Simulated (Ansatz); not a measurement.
Gas-phase electronic energies from Ansatz, PBE0-D4/def2-TZVP geometries. CCSD(T)/CBS is the MP2 limit (def2-TZVPP, def2-QZVPP) plus CCSD(T) − MP2 in def2-TZVPP, frozen cores. Functionals use def2-TZVPP. B3LYP here is the variant with VWN-RPA as its local correlation; programs differ in this. For Br outer-core shells are correlated without core-valence functions, which leaves a few kJ/mol of doubt a bond. Scalar relativity is left out up to krypton. Each species was taken in one conformer, which may not be the lowest.

Reaction (substitution at a C–C bond): `CC(Br)Br` + `O[SiH](F)S[SiH2]Cl` → `CO[SiH](F)S[SiH2]Cl` + `BrCBr`

CCSD(T)/CBS gives +0.77 eV.

Problem. Another level gave +0.71 eV. Which?
A. B3LYP-D4/def2-TZVPP
B. MP2/def2-TZVPP
C. CCSD/def2-TZVPP
D. HF/def2-TZVPP

Solution. C. CCSD/def2-TZVPP 0.71, MP2/def2-TZVPP 0.82, HF/def2-TZVPP 0.57, B3LYP-D4 0.66 eV.

Largest T1 diagnostic among the species: 0.011.

In def2-TZVPP, CCSD(T) changes the Hartree–Fock value by +0.17 eV (the triples alone add +0.02 eV) and MP2 by +0.26 eV. The D4 term adds +0.03 eV with B3LYP and +0.01 eV with PBE0; it sums over pairs of atoms, weighted by their polarisabilities, and B3LYP, whose exchange is more repulsive, gets the larger term.
